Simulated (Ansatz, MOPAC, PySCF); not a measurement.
System: CaCl, charge 0, multiplicity 2. SMILES: [Cl][Ca]
Geometry from a B3LYP-D3(BJ)/def2-TZVP (Ansatz, an electronic-structure program) optimisation:
```xyz
2

Ca     0.0000     0.0000    -1.1231
Cl     0.0000     0.0000     1.3213
```
Charge 0, spin multiplicity 2.

Unscaled harmonic wavenumbers (cm⁻¹) in rising order, each level at the stationary point that it reaches from this structure (no distance between atoms moves by over 0.3 Å); the order of modes can differ between levels, and a negative number is imaginary. B3LYP-D3(BJ)/def2-TZVP (PySCF, at the structure above): 365.

AM1 (MOPAC): 390. Zero-point energy 0.6 against 0.5 kcal/mol.

PM6 (MOPAC): 415. Zero-point energy 0.6 against 0.5 kcal/mol.

HF/3-21G (Ansatz): 313. Zero-point energy 0.4 against 0.5 kcal/mol.

B3LYP/6-31G* with LANL2DZ past Ar (Ansatz): 312. Zero-point energy 0.4 against 0.5 kcal/mol.
